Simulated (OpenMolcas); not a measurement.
A run on Pt5+ among 6 point charges of -1.7 e arranged as an octahedron (Oh), 1.97 Å from the ion.
```
   1.9700    0.0000    0.0000  -1.70
   0.0000    1.9700    0.0000  -1.70
  -1.9700    0.0000    0.0000  -1.70
   0.0000   -1.9700    0.0000  -1.70
   0.0000    0.0000    1.9700  -1.70
   0.0000    0.0000   -1.9700  -1.70
```

| Property | Result |
| --- | --- |
| Program | OpenMolcas |
| Method | CASSCF |
| Basis | ANO-RCC-VDZP [7s6p4d2f] |
| Scalar Hamiltonian | DKH2, point nucleus |
| Active space | 5 electrons in 5 orbitals (5d) |
| State averaging | 2S+1 = 6 even, 1 root; 2S+1 = 4 even, 24 roots; 2S+1 = 2 even, 75 roots |
| Spin-orbit coupling | RASSI with atomic mean-field integrals over the reference wave functions |

59 basis functions. Blocks (2S+1, parity, CSFs, roots kept): 6, even, 1, 1; 4, even, 24, 24; 2, even, 75, 75.

Problem. How long do the RASSCF and RASSI steps take on 1 thread of Arm Neoverse V2 (shared host)?

Solution. About 21 s of wall time, without the integral step.
